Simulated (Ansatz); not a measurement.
The same group exchange along the group B, Al, Ga.

Program: Ansatz. Geometries: PBE0-D4/def2-TZVP. ΔE: electronic, gas phase. CCSD(T)/CBS is the MP2 limit (def2-TZVPP, def2-QZVPP) plus CCSD(T) − MP2 in def2-TZVPP, frozen cores. This one scheme is used for every species. For Ga outer-core shells are correlated without core-valence functions, which leaves a few kJ/mol of doubt a bond. Scalar relativity is left out up to krypton. Each species was taken in one conformer, which may not be the lowest.

(1) Order these by ΔE at CCSD(T)/CBS, lowest first. (Estimate.)
A. `[CH3][Al]([NH2])[Cl]` + `CCC(C)(C)S` → `[NH2][Al]([SH])[Cl]` + `CCC(C)(C)C`
B. `CB(N)Cl` + `CCC(C)(C)S` → `NB(S)Cl` + `CCC(C)(C)C`
C. `[CH3][Ga]([NH2])[Cl]` + `CCC(C)(C)S` → `[NH2][Ga]([SH])[Cl]` + `CCC(C)(C)C`

Largest T1 diagnostic: 0.012, for `[NH2][Ga]([SH])[Cl]`.

Results:

(1) A (-25.5 kcal/mol), C (-20.9 kcal/mol), B (-11.5 kcal/mol).
